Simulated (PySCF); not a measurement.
**Correlation energy of Cl³⁺ (chlorine, charge +3)**

[Ne] 3s2 3p2, high-spin 3P determinant. Calculation: PySCF 2.14, in x2c-TZVPPall; scalar relativity by spin-free X2C-1e. Frozen: [Ne]; 4 electrons correlated.

| level | correlation energy (mhartree) |
| --- | --- |
| CCSD | -95.13 |
| (T) | -2.05 |
| CCSD(T) | -97.18 |
| CCSDT | -97.76 |

Diagnostics: T1 = 0.0075, D1 = 0.0197, largest double amplitude 0.103.

Task: Is a single reference adequate?

Result: Mostly. T1 lies below 0.03, but a double amplitude of this size points to a near-degeneracy that CCSD handles and MP2 describes poorly.
